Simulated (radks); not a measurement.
Task: Er53+, 15 electrons, occupied as [Ne] 3s2 3p3 (the NIST ground configuration). Calculated with a radial shooting solver on a logarithmic mesh with Libxc functionals: scalar-relativistic Kohn-Sham, PBE, spin-unpolarised, spherical densities, point nucleus. Some entries of the table are withheld. Estimate them.

| orbital | occ. | eigenvalue (eV) | <1/r> (bohr^-1) | r(max) (bohr) |
|---|---|---|---|---|
| 1s | 2 | -61279.19 | (1) | 0.01286 |
| 2s | 2 | -13380.05 | 18.28 | (2) |
| 2p | 6 | -12296.50 | 16.86 | (3) |
| 3s | 2 | -5328.057 | (4) | (5) |
| 3p | 3 | -5002.328 | 6.959 | 0.1905 |
| 3d | 0 | -4689.546 | 6.618 | 0.1510 |
| 4s | 0 | -2824.847 | 3.923 | (6) |

Result: 
(1) 1s <1/r> (bohr^-1): 77.60
(2) 2s r(max) (bohr): 0.07281
(3) 2p r(max) (bohr): 0.05913
(4) 3s <1/r> (bohr^-1): 7.388
(5) 3s r(max) (bohr): 0.1961
(6) 4s r(max) (bohr): 0.3897
